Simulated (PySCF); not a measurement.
Compound: C6H7N3O.
Atom-mapped SMILES: `[CH:1]#[C:2][CH2:3][n:4]1[n:5][cH:6][c:7]([O:8][CH3:9])[n:10]1` (hydrogens: H11 on C1; H12, H13 on C3; H14 on C6; H15, H16, H17 on C9)

Geometry (PBE0-D3(BJ)/def2-SVP, Å), atoms numbered from 1 in this order:
```
atom  x, y, z in Å
C1     3.246   -0.246   -1.394
C2     2.573   -0.708   -0.503
C3     1.767   -1.281    0.573
N4     0.685   -0.424    1.000
N5     0.796    0.373    2.036
C6    -0.332    1.070    2.040
C7    -1.100    0.638    0.935
O8    -2.302    1.078    0.581
C9    -2.860    0.497   -0.576
N10   -0.429   -0.305    0.291
H11    3.838    0.175   -2.186
H12    2.387   -1.463    1.461
H13    1.331   -2.239    0.251
H14   -0.556    1.816    2.797
H15   -2.212    0.655   -1.453
H16   -3.829    0.985   -0.733
H17   -3.003   -0.588   -0.446
```

Theory: TDDFT CAM-B3LYP/def2-SVPD, vertical, gas phase, core orbitals frozen in the response in PySCF.

Broadening: Gaussians 0.25 eV wide at half height, area fixed by f = 4.319×10⁻⁹ ∫ε dν̃. The width is an assumption, not a result. The curve ends short of the highest state used, and states not computed would add to its high-energy end.

| E (eV) | ε (L mol⁻¹ cm⁻¹) |
| --- | --- |
| 5.56 | 49 |
| 5.59 | 127 |
| 5.62 | 303 |
| 5.66 | 849 |
| 5.69 | 1676 |
| 5.73 | 3666 |
| 5.76 | 6006 |
| 5.79 | 9086 |
| 5.83 | 13934 |
| 5.86 | 17495 |
| 5.90 | 20929 |
| 5.93 | 21810 |
| 5.96 | 20985 |
| 6.00 | 17604 |
| 6.03 | 14059 |
| 6.07 | 9200 |
| 6.10 | 6100 |
| 6.14 | 3117 |
| 6.17 | 1719 |
| 6.20 | 880 |
| 6.24 | 326 |
| 6.27 | 149 |
| 6.31 | 59 |
| 6.34 | 40 |
| 6.37 | 39 |
| 6.41 | 62 |
| 6.44 | 104 |
| 6.48 | 214 |
| 6.51 | 357 |
| 6.54 | 565 |
| 6.58 | 944 |
| 6.61 | 1284 |
| 6.65 | 1741 |
| 6.68 | 2019 |
| 6.72 | 2209 |
| 6.75 | 2182 |
| 6.78 | 2015 |
| 6.82 | 1637 |
| 6.85 | 1303 |
| 6.89 | 880 |
| 6.92 | 617 |
| 6.95 | 416 |
| 6.99 | 240 |
| 7.02 | 167 |

Problem. Locate the maxima and give the states behind the curve.

Solution. 209 nm (5.93 eV), ε about 22000, made up of S1 (100%); 184 nm (6.73 eV), ε about 2200, made up of S4 (62%) and S5 (34%) (ε in L mol⁻¹ cm⁻¹; maxima over ε = 5, shares over 10%). The states used: S1 5.93 eV (f 0.202); S2 6.32 eV (f 0.0002); S3 6.61 eV (f 0.0011); S4 6.71 eV (f 0.013); S5 6.77 eV (f 0.0074); S6 6.90 eV (f 0.0012); S7 7.25 eV (f 0.0025); S8 7.33 eV (f 0.0025); S9 7.58 eV (f 0.017); S10 7.62 eV (f 0.032).

Problem. On this curve, what absorbance would a 10⁻⁵ mol/L sample give at 222 nm over a 1 cm path?

Solution. 222 nm is 5.585 eV, where ε is about 110 L mol⁻¹ cm⁻¹, so A = ε c l ≈ 0.0011 (Beer–Lambert, with the gas-phase spectrum and the assumed width).

Problem. What would ε be at 5.93 eV, the highest of these maxima, with half the width (0.125 eV)?

Solution. About 43600 L mol⁻¹ cm⁻¹ against 21800, a factor of about 2.00; a lone state at its own centre would give exactly 2.

Problem. Coming from long wavelengths, where does ε first pass 100 L mol⁻¹ cm⁻¹?

Solution. At about 222 nm (5.58 eV), 0.35 eV below S1.

The vertical ionisation energy (ΔSCF) is 8.84 eV, 1.22 eV above S10.

Hardware: an Arm Neoverse V1 with one thread, no GPU, shared host. Cost: 2.9 min of wall time, 1.3 GiB resident at most.

One conformer stands for the species.
